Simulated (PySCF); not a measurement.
A structure optimised at ωB97X-D3(BJ)/def2-SVP, used in a PySCF frequency run:

```xyz
8

B      0.0000     0.0000    -1.0277
N      0.0000     0.0000     0.4265
C      0.0000     0.0000     1.6215
O      0.0000     0.0000     2.7918
O      0.0000    -1.1652    -1.7250
H      0.0000    -1.9400    -1.1549
O      0.0000     1.1652    -1.7250
H      0.0000     1.9400    -1.1549
```
Charge 0, spin multiplicity 1.

Problem. Write its SMILES, formula and point group.

Solution. O=C=NB(O)O, CH2BNO3, C2v

Problem. What are its rotational constants (standard atomic weights)?

Solution. 9.9037, 1.8849, 1.5835 GHz
